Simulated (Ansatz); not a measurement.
Single points on the cluster Tl₆.

```yaml
crystal:
  periodic: [false, false, false]
  atoms:
    - {symbol: Tl, position_ang: [-2.491721, -2.202091, -0.023961]}
    - {symbol: Tl, position_ang: [0.540125, -1.881552, 0.044107]}
    - {symbol: Tl, position_ang: [3.663007, -1.545740, 0.093461]}
    - {symbol: Tl, position_ang: [-1.081212, 3.826082, -0.085527]}
    - {symbol: Tl, position_ang: [1.170732, 1.035120, 0.017300]}
    - {symbol: Tl, position_ang: [-1.800932, 0.768182, -0.045379]}
basis:
  gaussian: {orbitals: def2-TZVP, initial_orbitals: start.molden}
hamiltonian: {xc: pbe0, dispersion: d4}
scf: {omitted_lower_state_checks: [starts]}
output: {orbitals: {seedname: orbitals}}
```

The file start.molden holds the orbitals of an earlier run on this structure, at another level or in another basis.

```sh
$ ansatz run in.yaml --threads 4 --pin off --events-out ev --progress --plain --max-ram 4787MiB
```

Output, abridged:

```
Functional definition: PBE0
2754 factors; their error is unknown
mean field evaluation 1: about -28169.6217 eV, gradient 2.5e1 eV
mean field evaluation 2: about -28170.1832 eV, gradient 7.4e-1 eV
mean field evaluation 4: about -28170.4943 eV, gradient 2.1e-1 eV
mean field evaluation 8: about -28170.4944 eV, gradient 2.2e-5 eV
mean field -28170.49438177 eV, -1035.2465738831 hartree, gradient 2.2e-5 eV, S^2 0.000000; 0 other end points of the search recorded, 0 dependent functions left out
reference -28170.49442082 eV, -1035.2465753182 hartree; 63, 63 occupied and 237, 237 virtual orbitals, 2754 factors
Total energy: -28170.80536899 eV, -1035.2580024528 hartree
Checks for a lower state left out: starts
```

Hardware: 4 threads of Arm Neoverse V1 on a shared host. Wall time 18 s, peak host memory 1.6 GiB.

The first input with `gaussian: {orbitals: def2-SVP, initial_orbitals: start.molden}`, `correlation: {method: ccsd_t}` and without the key `hamiltonian` (abridged; 3.3 min):

```
Functional definition: HF
mean field evaluation 16: about -28000.0413 eV, gradient 1.3e1 eV
mean field evaluation 32: about -28002.3625 eV, gradient 1.8e0 eV
mean field evaluation 64: about -28002.7321 eV, gradient 6.8e-4 eV
mean field evaluation 96: about -28001.7518 eV, gradient 2.3e-3 eV
mean field -28004.27798406 eV, -1029.1382339327 hartree, gradient 3.1e-6 eV, S^2 0.000000; 2 other end points of the search recorded, 0 dependent functions left out; unrestricted orbitals would lower it
mean field evaluation 128: about -28004.1825 eV, gradient 2.6e0 eV
determinant -28004.27798406 eV, -1029.1382339327 hartree, with singles and doubles -28019.15523670 eV, -1029.6849628832 hartree
determinant -28002.73208539 eV, -1029.0814232045 hartree, with singles and doubles -28017.08714379 eV, -1029.6089618705 hartree
determinant -28001.75180567 eV, -1029.0453985891 hartree, with singles and doubles -28016.69741026 eV, -1029.5946394275 hartree
24 core orbitals not correlated: weight in the atoms' cores, before any rotation towards them, 1.000 or more for the frozen orbitals, at most 0.000 for the correlated occupied ones
second order -14.44883013 eV of doubles, -0.00000000 eV of singles
cycle   1  -14.87254217 eV  change    4.7e-3 eV  update   1.0e-2
cycle   2  -14.87518052 eV  change   -2.6e-3 eV  update   7.2e-3
cycle   3  -14.86829304 eV  change    6.9e-3 eV  update   6.6e-3
cycle   4  -14.87601665 eV  change   -7.7e-3 eV  update   2.1e-3
cycle   5  -14.87882461 eV  change   -2.8e-3 eV  update   1.1e-3
cycle   6  -14.87807717 eV  change    7.5e-4 eV  update   8.4e-4
cycle   7  -14.87789870 eV  change    1.8e-4 eV  update   5.0e-4
cycle   8  -14.87775471 eV  change    1.4e-4 eV  update   2.2e-4
cycle   9  -14.87773932 eV  change    1.5e-5 eV  update   1.2e-4
cycle  10  -14.87780500 eV  change   -6.6e-5 eV  update   7.5e-5
perturbative correction -1.17139623 eV, -0.0430480175 hartree
Total energy: -28020.32718529 eV, -1029.7280311994 hartree
Checks for a lower state left out: starts
```

The first input with `hamiltonian: {xc: hse06, dispersion: d4}` (abridged; 16 s):

```
Functional definition: HSE06
mean field -28170.53497863 eV, -1035.2480657904 hartree, gradient 7.3e-5 eV, S^2 0.000000
Total energy: -28170.85069495 eV, -1035.2596681510 hartree
Checks for a lower state left out: starts
```

First input, but with `hamiltonian: {xc: r2scan, dispersion: d4}` (abridged; 16 s):

```
Functional definition: r2SCAN
mean field -28183.84379965 eV, -1035.7371559417 hartree, gradient 1.0e-5 eV, S^2 0.000000
Total energy: -28183.90757205 eV, -1035.7394995341 hartree
Checks for a lower state left out: starts
```

First input, but with `gaussian: {orbitals: def2-SVP, initial_orbitals: start.molden}`, `hamiltonian: {xc: pbe, dispersion: d4}` (abridged; 3 s):

```
Functional definition: PBE
mean field -28176.26857146 eV, -1035.4587714402 hartree, gradient 3.1e-5 eV, S^2 0.000000
Total energy: -28176.61697549 eV, -1035.4715750522 hartree
Checks for a lower state left out: starts
```

First input, but with `hamiltonian: {xc: {name: B3LYP}, dispersion: d4}` (abridged; 17 s):

```
Functional definition: B3LYP
mean field -28181.13148773 eV, -1035.6374803172 hartree, gradient 1.3e-5 eV, S^2 0.000000
Total energy: -28181.71123293 eV, -1035.6587855601 hartree
Checks for a lower state left out: starts
```

The first input with `hamiltonian: {xc: {name: r2SCAN0}, dispersion: d4}` (abridged; 27 s):

```
Functional definition: r2SCAN0
mean field -28173.73232402 eV, -1035.3655660662 hartree, gradient 2.4e-5 eV, S^2 0.000000
Total energy: -28173.82597292 eV, -1035.3690075998 hartree
Checks for a lower state left out: starts
```

Geometry: PBE-D4/def2-SVP.

In the def2 sets Tl takes a core potential; there is no spin–orbit coupling. B3LYP takes the VWN-RPA correlation. HSE06 is defined as in plane-wave codes, on full-range PBE exchange. Correlated methods freeze 24 core orbitals; core or outer-core shells of Tl are correlated, in sets that lack core-valence functions. The restricted singlet is unstable towards broken spin symmetry in Hartree–Fock (as tested in another run); at PBE0-D4/def2-TZVP, HSE06-D4/def2-TZVP, r2SCAN-D4/def2-TZVP, PBE-D4/def2-SVP and others this wasn't settled. At CCSD(T)/def2-SVP T1 of the charge 0 singlet is large (up to 0.022), so the single-reference result is doubtful. At CCSD(T)/def2-SVP the restricted singlet (for correlated methods, its reference) is unstable: a solution with broken spin symmetry lies lower. Another isomer (singlet) lies 0.65 eV lower at PBE0-D4/def2-TZVP; other spin states weren't run for this one.
